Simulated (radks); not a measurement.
Valence configurations of Sc I (all share [Ar]). All-electron calculation, scalar-relativistic Kohn-Sham, SCAN, spin-polarised, spherical densities, finite nucleus; open shells are filled with parallel spins first; meta-GGA in the generalised Kohn-Sham scheme; Fermi nuclear charge, rms radius 3.5459 fm. Program: a radial shooting solver on a logarithmic mesh with Libxc functionals. Order these by energy: 3d0.5 4s2 4p0.5; 3d1 4s2; 3d2 4s1; 3d1 4s1.5 4p0.5; 3d1 4s0.5 4p1.5.

Answer. From the lowest, in eV above it: 3d1 4s2 0.000; 3d2 4s1 0.634; 3d1 4s1.5 4p0.5 1.117; 3d0.5 4s2 4p0.5 1.289; 3d1 4s0.5 4p1.5 3.278. NIST lists [Ar] 3d1 4s2 as the ground configuration; this level of theory agrees among the configurations tried. The energies are those of spherical high-spin densities, not of single terms. No valid solution was reached for [Ar] 3d1 4s1 4p1; [Ar] 3d1.5 4s1.5; [Ar] 3d0.5 4s1.5 4p1; [Ar] 4s2 4p1; [Ar] 4s1 4p2.
